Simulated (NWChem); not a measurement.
Molecule: SnSiH₃F₃; SMILES [F][Sn]([F])([F])[SiH3]

No frequency run checked for a minimum. def2 effective core potentials on Sn; no spin-orbit coupling.

**Question.** Give the equilibrium geometry at PBE0/def2-SVP with def2 effective core potentials on Sn (NWChem) as a list of bonds and angles, with the point group.

**Answer.** point group C3v; any orientation.
Bond lengths (Å): F1–Sn2 1.925, Sn2–F3 1.925, Sn2–F4 1.926, Sn2–Si5 2.567, Si5–H6 1.488, Si5–H7 1.488, Si5–H8 1.487. Bond angles (°): F1–Sn2–F3 103.5, F1–Sn2–F4 103.5, F1–Sn2–Si5 115.0, F3–Sn2–F4 103.5, F3–Sn2–Si5 114.9, F4–Sn2–Si5 115.0, Sn2–Si5–H6 106.7, Sn2–Si5–H7 106.7, Sn2–Si5–H8 106.7, H6–Si5–H7 112.1, H6–Si5–H8 112.1, H7–Si5–H8 112.1.
